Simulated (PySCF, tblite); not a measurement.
Compound: C₆H₆N₂.
Geometry (GFN2-xTB, Å), atoms numbered from 1 in this order:
```xyz
14
C6H6N2 angstrom
C     -1.691   -0.349   -1.160
C     -0.324   -0.831   -0.666
C     -0.010   -0.242    0.659
C      1.065    0.521    0.922
C      1.298    1.068    2.210
N      1.478    1.509    3.251
C      2.046    0.838   -0.052
N      2.840    1.102   -0.834
H     -1.690    0.731   -1.283
H     -1.921   -0.805   -2.119
H     -2.472   -0.617   -0.451
H      0.450   -0.574   -1.393
H     -0.352   -1.921   -0.563
H     -0.720   -0.431    1.456
```

Method: wB97X-D/def2-SVPD in PySCF (dipole) on a GFN2-xTB geometry, gas phase.

Take the most abundant isotopes and a rigid rotor. The values belong to one conformer with, in the numbering `[CH3:1][CH2:2][CH:3]=[C:4]([C:5]#[N:6])[C:7]#[N:8]`, C1–C2–C3–C4 -121°.

Problem. Give the principal moments of inertia and the rotational constants in MHz.

Solution. Ia = 171.09, Ib = 365.52, Ic = 508.40 u·Å²; 505379 MHz·u·Å²/I gives A = 2954, B = 1383, C = 994.1 MHz.

Problem. What kind of rotor is it?

Solution. An asymmetric top: κ = (2 × 1383 − 2954 − 994.1)/(2954 − 994.1) = -0.60.

Problem. What does the inertial defect say?

Solution. Not planar: Δ = Ic − Ia − Ib = -28.21 u·Å². For a rigid frame Δ = −2 Σ m c², so Σ m c² = 14.11 u·Å² lies off the ab plane: 5.39 from hydrogen and 8.72 from heavier atoms. The atom farthest from that plane is 1.55 Å away.

Problem. Give the other two planar moments, Paa and Pbb, and the rms extents of the mass along the axes.

Solution. Paa = Σ m a² = (Ib + Ic − Ia)/2 = 351.42 and Pbb = Σ m b² = (Ia + Ic − Ib)/2 = 156.98 u·Å². With the mass M = 106.05 u, the rms extents √(P/M) along a, b and c are 1.82, 1.22, 0.36 Å.

Problem. Which types of transition are allowed, and where do some lines up to J = 5 fall?

Solution. The dipole components are |μa| = 5.26 D, |μb| = 2.13 D, |μc| = 0.84 D. The squared components, which scale the intensities, stand as 1.00 : 0.16 : 0.03 (a : b : c). Some lines, for components of 0.1 D or more:

| type | branch | J(Ka,Kc) | MHz | lower level (cm⁻¹) |
| --- | --- | --- | --- | --- |
| c | Q | 3(1,3) ← 3(0,3) | 870 | 0.465 |
| a | Q | 2(1,1) ← 2(1,2) | 1166 | 0.277 |
| c | Q | 5(2,4) ← 5(1,4) | 2733 | 1.327 |
| b | R | 3(1,2) ← 2(2,1) | 2956 | 0.473 |
| b | Q | 3(1,2) ← 3(0,3) | 3195 | 0.465 |
| b | R | 1(1,1) ← 0(0,0) | 3948 | 0.000 |
| c | Q | 3(2,2) ← 3(1,2) | 4174 | 0.572 |
| b | Q | 4(1,3) ← 4(0,4) | 4378 | 0.764 |
| b | Q | 2(2,1) ← 2(1,2) | 5879 | 0.277 |
| c | Q | 5(3,3) ← 5(2,3) | 7514 | 1.479 |
| b | R | 4(0,4) ← 3(1,3) | 8082 | 0.494 |
| c | R | 2(2,1) ← 1(1,1) | 10244 | 0.132 |
| b | R | 5(1,5) ← 4(0,4) | 11231 | 0.764 |
| c | R | 3(2,2) ← 2(1,2) | 13009 | 0.277 |
| b | R | 4(3,1) ← 3(2,2) | 18527 | 0.711 |
| b | R | 5(4,2) ← 4(3,1) | 24241 | 1.329 |
| b | R | 5(4,1) ← 4(3,2) | 24291 | 1.328 |

Problem. Estimate the classical rotational partition function at 100 K, 200 K and 500 K.

Solution. Point group C1, symmetry number σ = 1; q = (√π/σ)·√((kT/h)³/(ABC)), k/h = 20836.6 MHz/K: 83700 at 100 K, 237000 at 200 K, 935000 at 500 K.

Its GFN2-xTB frequencies are all real (lowest 40 cm⁻¹). Constants of a rigid frame at the computed geometry: no zero-point averaging, no centrifugal distortion. A rigid rotor knows nothing of internal rotation, which can split or shift real lines. Quadrupole hyperfine structure (14N) is left out.
